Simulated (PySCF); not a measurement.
B(OH)(OMe)2 (C₂H₇BO₃), SMILES COB(O)OC. Atoms are numbered in the order given.

```xyz
13

B     -0.1363     0.1461     0.3776
O     -0.0679     0.1183     1.7394
H     -0.6945     0.7388     2.1243
O      0.6670    -0.6563    -0.3705
C      1.5670    -1.5385     0.2460
H      1.0440    -2.2939     0.8558
H      2.1365    -2.0554    -0.5398
H      2.2746    -1.0067     0.9032
O     -1.0226     0.9839    -0.2306
C     -1.1112     1.0519    -1.6292
H     -1.0174     0.0579    -2.0944
H     -2.0876     1.4824    -1.8958
H     -0.3216     1.6988    -2.0480
```

The structure is a stationary point at PBE0-D3(BJ)/def2-SVP. Other conformers were not sampled.

Two levels are set side by side: PBE/pcSseg-1 (PySCF) and PBE0/pcSseg-1 (PySCF). GIAO shifts against BF3 (¹¹B), H2O (¹⁷O), TMS (¹H), TMS (¹³C) at the same level; non-relativistic, no solvent, atoms listed together averaged. Differences are taken from unrounded values.

| quantity | PBE0 |
|---|---|
| δ(¹¹B) of B1 (ppm) | 6.2 |
| δ(¹⁷O) of O2 (ppm) | 83.2 |
| δ(¹H) of H3 (ppm) | 3.10 |
| δ(¹³C) of C5, C10 (ppm) | 54.2 |

What does PBE give, and how far is it from PBE0? (An estimate is asked for; the answer gives what the named calculation found.)


```json
[
 {"quantity": "δ(¹¹B) of B1 (ppm)", "PBE": "5.5", "PBE minus PBE0": "-0.7"},
 {"quantity": "δ(¹⁷O) of O2 (ppm)", "PBE": "90.8", "PBE minus PBE0": "7.6"},
 {"quantity": "δ(¹H) of H3 (ppm)", "PBE": "2.97", "PBE minus PBE0": "-0.13"},
 {"quantity": "δ(¹³C) of C5, C10 (ppm)", "PBE": "55.6", "PBE minus PBE0": "1.5"}
]
```

Rough cost on one machine, each run with all the roots and properties that it gave: PBE0 against PBE within a factor of 2.
